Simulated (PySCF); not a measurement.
**Mayer bond orders and bond lengths**

Compound: C5H13FN2Si2.
SMILES with atom numbers: `[CH3:1][NH:2][C:3]([CH3:4])([CH3:5])[Si@H:6]([C:7]#[N:8])[SiH2:9][F:10]` (hydrogens: H11, H12, H13 on C1; H14 on N2; H15, H16, H17 on C4; H18, H19, H20 on C5; H21 on Si6; H22, H23 on Si9)

Cartesian coordinates in Å at the GFN2-xTB level; atoms count from 1:
```xyz
23
C5H13FN2Si2 angstrom
C     -1.686    1.475   -0.647
N     -1.117    0.738    0.462
C     -0.453   -0.529    0.142
C     -0.161   -1.214    1.478
C     -1.290   -1.472   -0.724
Si     1.210   -0.027   -0.696
C      2.312   -1.537   -0.547
N      2.989   -2.455   -0.428
Si     2.048    1.816    0.412
F      3.420    2.199   -0.350
H     -2.013    2.447   -0.278
H     -2.545    0.983   -1.124
H     -0.921    1.637   -1.406
H     -1.840    0.580    1.160
H      0.380   -0.544    2.144
H     -1.092   -1.499    1.970
H      0.432   -2.114    1.330
H     -0.760   -2.413   -0.854
H     -1.475   -1.050   -1.709
H     -2.250   -1.681   -0.250
H      1.065    0.039   -2.166
H      2.479    1.608    1.791
H      1.265    3.041    0.300
```

Bond orders from the PBE0/pcSseg-1 density (PySCF). One conformer (not necessarily the lowest) at the GFN2-xTB geometry, without solvent, vibrations or thermal averaging.

Task: How far do the computed orders between heavy atoms stray from the drawn ones?

Result: The largest departure is 0.208, at Si6–C7 (drawn single, 0.792). Drawn single, order below 0.88: C3–Si6 (0.812) and Si6–C7 (0.792).

Task: Set the Mayer orders of the bonds beside their lengths.

Result: 
```
   bond  drawn as  length (Å)  Mayer order
  C1–N2    single       1.448        0.988
  N2–C3    single       1.465        0.973
  C3–C4    single       1.530        1.028
  C3–C5    single       1.530        1.003
 C3–Si6    single       1.928        0.812
 Si6–C7    single       1.875        0.792
  C7–N8    triple       1.147        2.921
Si6–Si9    single       2.307        0.891
Si9–F10    single       1.615        0.901
 C1–H11    single       1.090        0.969
 C1–H12    single       1.098        0.954
 C1–H13    single       1.090        0.949
 N2–H14    single       1.017        0.932
 C4–H15    single       1.088        0.955
 C4–H16    single       1.091        0.956
 C4–H17    single       1.087        0.951
 C5–H18    single       1.087        0.950
 C5–H19    single       1.088        0.955
 C5–H20    single       1.091        0.956
Si6–H21    single       1.479        0.962
Si9–H22    single       1.460        0.916
Si9–H23    single       1.458        0.911
```

Bonds between the same two heavy elements. C–N: lowest N2–C3 (0.973, 1.465 Å), highest C7–N8 (2.921, 1.147 Å). C–C: lowest C3–C5 (1.003, 1.530 Å), highest C3–C4 (1.028, 1.530 Å). C–Si: lowest Si6–C7 (0.792, 1.875 Å), highest C3–Si6 (0.812, 1.928 Å); in 1 of the 1 pairs the longer bond (by over 0.003 Å) has the higher order (by 0.02 or more).

Task: Sum the orders of all bonds at each heavy atom with more than one neighbour and set the sums beside the valence in the SMILES.

Result: C1 3.860 (drawn 4), N2 2.893 (drawn 3), C3 3.816 (drawn 4), C4 3.890 (drawn 4), C5 3.864 (drawn 4), Si6 3.457 (drawn 4), C7 3.713 (drawn 4), Si9 3.619 (drawn 4). Orders between atoms that aren't bonded are not in these sums.

Mayer orders depend on the basis set.
